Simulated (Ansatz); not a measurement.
Ge5O5. Total charge 0; singlet. Geometry r2SCAN-D4/def2-SVP, basis def2-TZVP, Ansatz.

```xyz
10

Ge    0.654   -2.205   -0.534
Ge   -1.079    2.322    0.358
Ge    1.741    1.205   -1.076
Ge   -1.320   -0.136   -0.929
Ge   -0.022   -0.542    2.276
O     0.595   -0.177   -1.316
O    -1.178   -1.867   -0.568
O    -0.881    0.538    0.996
O     0.551    2.392   -0.398
O     0.937   -1.529    1.191
```

```
run  HOMO (eV)  LUMO (eV)
  A      -8.84       0.51
  B      -5.65      -3.27
  C      -5.57      -3.17
  D      -5.91      -3.27
  E      -6.62      -2.56
```

The structure comes from a short search, and lower isomers may exist.

Problem. The runs used HF, PBE, PBE0, r2SCAN, revPBE. Estimate which is which.

Solution. A HF (100 % exact exchange); B PBE (0 % exact exchange); C revPBE (0 % exact exchange); D r2SCAN (0 % exact exchange); E PBE0 (25 % exact exchange). Exact exchange lowers occupied and raises empty levels; among semilocal functionals meta-GGAs tend to open the gap a little, and such runs are hard to tell apart. The gap grows from 2.38 eV (PBE) to 9.35 eV (HF).
